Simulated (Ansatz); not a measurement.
The cluster Cu3⁻ (the lowest singlet isomer of a short search). Charge -1, multiplicity 1. Geometry r2SCAN-D4/def2-TZVPD, basis def2-TZVPD, Ansatz.

```xyz
3

Cu    2.210   -0.399   -0.561
Cu   -2.210    0.399    0.561
Cu    0.000    0.000    0.000
```

```
run  HOMO (eV)  LUMO (eV)
  A      -0.14       1.59
  B      -2.28       3.71
  C      -2.09       3.51
  D      -0.50       2.33
  E      -0.15       1.85
```

LC-ωPBE has ω = 0.4 bohr⁻¹. The structure comes from a short search, and lower isomers may exist.

**Question.** The runs used B97M-V, LC-ωPBE, PBE0, r2SCAN, ωB97M-V. Estimate which is which.

**Answer.** A B97M-V (0 % exact exchange); B LC-ωPBE (range-separated); C ωB97M-V (range-separated); D PBE0 (25 % exact exchange); E r2SCAN (0 % exact exchange). Exact exchange lowers occupied and raises empty levels; among semilocal functionals meta-GGAs tend to open the gap a little, and such runs are hard to tell apart. The gap grows from 1.73 eV (B97M-V) to 5.99 eV (LC-ωPBE).
